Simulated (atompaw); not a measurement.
# LDA (PW92) PAW (atompaw) dataset for Si (Z = 14), scalar-relativistic all-electron reference.

atompaw 4.2.0.5 input, output lines left out:

```
Si 14
LDA-PW scalarrelativistic loggrid 1500 logderivrange -4 5 226
3 3 0 0 0 0
3 1 0.5
0 0 0
c
c
v
c
v
1
1.45 1.15 0.95 1.20
y
-0.95
n
y
-0.7
n
modrrkj vanderbiltortho sinc
2 -0.5 vpsmatchnc
1.45
1.45
1.45
1.45
```

**Question.** Does the generator finish with these settings?

**Answer.** No. atompaw 4.2.0.5 stopped with "atompaw: The overlap operator has at least one negative eigenvalue!": the overlap operator built from these waves and projectors is not positive definite.
